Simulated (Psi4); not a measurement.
C₅H₁₁Cl, singlet, at a GFN2-xTB geometry; R2SCAN/def2-SV(P) run with Psi4.

Here is a job for Psi4.
```
memory 2 GB

molecule mol {
0 1
C    -0.552226   -2.106003   -0.313741
C    -0.127400   -0.636985   -0.412738
C    -1.113781    0.123577   -1.299976
C     1.281270   -0.548927   -1.001371
C    -0.142580   -0.061136    1.005918
Cl    0.333351    1.655719    1.055185
H    -0.556021   -2.558348   -1.302053
H     0.135192   -2.665790    0.316525
H    -1.551926   -2.192066    0.106181
H    -0.837055    1.172644   -1.364550
H    -1.115958   -0.294372   -2.303582
H    -2.122147    0.057047   -0.896854
H     1.605312    0.486854   -1.060045
H     1.297271   -0.971980   -2.002710
H     1.989712   -1.097518   -0.384204
H    -1.143092   -0.114312    1.436129
H     0.560042   -0.592533    1.648469
}

set {
  basis def2-sv(p)
  reference rks
}

energy('r2scan')
print_variables()
```

Output, abridged:

```
   => Loading Basis Set <=

    Name: DEF2-SV(P)
    Role: ORBITAL
    Keyword: BASIS

         ---------------------------------------------------------
                                   SCF
               by Justin Turney, Rob Parrish, Andy Simmonett
                          and Daniel G. A. Smith
                              RKS Reference
         ---------------------------------------------------------

  ==> Geometry <==

    Molecular point group: c1
    Full point group: C1

    Geometry (in Angstrom), charge = 0, multiplicity = 1:

       Center              X                  Y                   Z               Mass
    ------------   -----------------  -----------------  -----------------  -----------------
         C           -0.571536963663    -2.203178148061    -0.377703904649    12.000000000000
         C           -0.146710963663    -0.734160148061    -0.476700904649    12.000000000000
         C           -1.133091963663     0.026401851939    -1.363938904649    12.000000000000
         C            1.261959036337    -0.646102148061    -1.065333904649    12.000000000000
         C           -0.161890963663    -0.158311148061     0.941955095351    12.000000000000
         CL           0.314040036337     1.558543851939     0.991222095351    34.968852682000
         H           -0.575331963663    -2.655523148061    -1.366015904649     1.007825032230
         H            0.115881036337    -2.762965148061     0.252562095351     1.007825032230
         H           -1.571236963663    -2.289241148061     0.042218095351     1.007825032230
         H           -0.856365963663     1.075468851939    -1.428512904649     1.007825032230
         H           -1.135268963663    -0.391547148061    -2.367544904649     1.007825032230
         H           -2.141457963663    -0.040128148061    -0.960816904649     1.007825032230
         H            1.586001036337     0.389678851939    -1.124007904649     1.007825032230
         H            1.277960036337    -1.069155148061    -2.066672904649     1.007825032230
         H            1.970401036337    -1.194693148061    -0.448166904649     1.007825032230
         H           -1.162402963663    -0.211487148061     1.372166095351     1.007825032230
         H            0.540731036337    -0.689708148061     1.584506095351     1.007825032230

  Running in c1 symmetry.

  Rotational constants: A =      0.14803  B =      0.05807  C =      0.05796 [cm^-1]
  Rotational constants: A =   4437.79909  B =   1740.82538  C =   1737.47973 [MHz]
  Nuclear repulsion =  316.420427368732646

  Charge       = 0
  Multiplicity = 1
  Electrons    = 58
  Nalpha       = 29
  Nbeta        = 29

  ==> Algorithm <==

  SCF Algorithm Type is DF.
  DIIS enabled.
  MOM disabled.
  Fractional occupation disabled.
  Guess Type is SAD.
  Energy threshold   = 1.00e-06
  Density threshold  = 1.00e-06
  Integral threshold = 1.00e-12

  ==> Primary Basis <==

  Basis Set: DEF2-SV(P)
    Blend: DEF2-SV(P)
    Number of shells: 60
    Number of basis functions: 110
    Number of Cartesian functions: 116
    Spherical Harmonics?: true
    Max angular momentum: 2

  ==> DFT Potential <==

   => LibXC <=

    Version 7.1.2
    S. Lehtola, C. Steigemann, M. J. T. Oliveira, and M. A. L. Marques,  SoftwareX 7, 1–5 (2018) (10.1016/j.softx.2017.11.002)

   => Composite Functional: R2SCAN <=

    r2SCAN Meta-GGA XC Functional  (0.1021/acs.jpclett.0c02405)
    J. W. Furness, A. D. Kaplan, J. Ning, J. P. Perdew, J. Sun  J. Phys. Chem. Lett.  11, 8208–8215, 2020

    Deriv               =              1
    GGA                 =           TRUE
    Meta                =           TRUE

    Exchange Hybrid     =          FALSE
    MP2 Hybrid          =          FALSE

   => Exchange Functionals <=

    1.0000   XC_MGGA_X_R2SCAN

   => Correlation Functionals <=

    1.0000   XC_MGGA_C_R2SCAN

   => LibXC Density Thresholds  <==

    XC_MGGA_C_R2SCAN:  1.00E-15
    XC_MGGA_X_R2SCAN:  1.00E-11

   => Molecular Quadrature <=

[...]
  Using in-core AOs.

  ==> MemDFJK: Density-Fitted J/K Matrices <==

    J tasked:                   Yes
    K tasked:                    No
    wK tasked:                   No
    Algorithm:                 Core
    Schwarz Cutoff:           1E-12
    Mask sparsity (%):       1.2066
    Fitting Condition:        1E-10

   => Auxiliary Basis Set <=

  Basis Set: (DEF2-SV(P) AUX)
    Blend: DEF2-UNIVERSAL-JKFIT
    Number of shells: 229
    Number of basis functions: 701
    Number of Cartesian functions: 820
    Spherical Harmonics?: true
    Max angular momentum: 4

  Minimum eigenvalue in the overlap matrix is 1.6207399267E-03.
  Reciprocal condition number of the overlap matrix is 2.2918506798E-04.
    Using symmetric orthogonalization.

  ==> Pre-Iterations <==

  SCF Guess: Superposition of Atomic Densities via on-the-fly atomic UHF (no occupation information).

   -------------------------
    Irrep   Nso     Nmo
   -------------------------
     A        110     110
   -------------------------
    Total     110     110
   -------------------------

  ==> Iterations <==

                           Total Energy        Delta E     RMS |[F,P]|

   @DF-RKS iter SAD:  -656.42120962666888   -6.56421e+02   0.00000e+00
   @DF-RKS iter   1:  -656.26503029673336    1.56179e-01   9.71417e-03 DIIS/ADIIS
   @DF-RKS iter   2:  -655.63516076821065    6.29870e-01   1.33103e-02 DIIS/ADIIS
   @DF-RKS iter   3:  -656.87372733705934   -1.23857e+00   1.58002e-03 DIIS/ADIIS
   @DF-RKS iter   4:  -656.88564991840872   -1.19226e-02   7.21259e-04 DIIS/ADIIS
   @DF-RKS iter   5:  -656.88867737622195   -3.02746e-03   1.38090e-04 DIIS/ADIIS
   @DF-RKS iter   6:  -656.88878673386807   -1.09358e-04   4.33466e-05 DIIS
   @DF-RKS iter   7:  -656.88879697686400   -1.02430e-05   1.33288e-05 DIIS
   @DF-RKS iter   8:  -656.88879808847548   -1.11161e-06   2.33462e-06 DIIS
   @DF-RKS iter   9:  -656.88879812487119   -3.63957e-08   4.93758e-07 DIIS
  Energy and wave function converged.

  ==> Post-Iterations <==

   Electrons on quadrature grid:
      Ntotal   =   58.0001549682 ; deviation = 1.550e-04

    Orbital Energies [Eh]
    ---------------------

    Doubly Occupied:

[...]
    Virtual:

[...]
    Final Occupation by Irrep:
              A
    DOCC [    29 ]
    NA   [    29 ]
    NB   [    29 ]

  @DF-RKS Final Energy:  -656.88879812487119

   => Energetics <=

    Nuclear Repulsion Energy =            316.4204273687326463
    One-Electron Energy =               -1527.1243150763375525
    Two-Electron Energy =                 613.1644281135784240
    DFT Exchange-Correlation Energy =     -59.3493385308446690
    Empirical Dispersion Energy =           0.0000000000000000
    VV10 Nonlocal Energy =                  0.0000000000000000
    Total Energy =                       -656.8887981248711867

Computation Completed

Properties will be evaluated at   0.000000,   0.000000,   0.000000 [a0]

Properties computed using the SCF density matrix

 Multipole Moments:

 ------------------------------------------------------------------------------------
     Multipole            Electronic (a.u.)      Nuclear  (a.u.)        Total (a.u.)
 ------------------------------------------------------------------------------------

 L = 1.  Multiply by 2.5417464519 to convert [e a0] to [Debye]
 Dipole X            :          1.9317075           -2.1165705           -0.1848631
 Dipole Y            :          9.9403425          -10.6507867           -0.7104441
 Dipole Z            :          6.8933122           -7.0105919           -0.1172797
 Magnitude           :                                                    0.7434109

 ------------------------------------------------------------------------------------

  Variable Map:
  ----------------------------------------------------------------------------
[...]
  Array Variable Map:
  ----------------------------------------------------------------------------
[...]
[...]
```
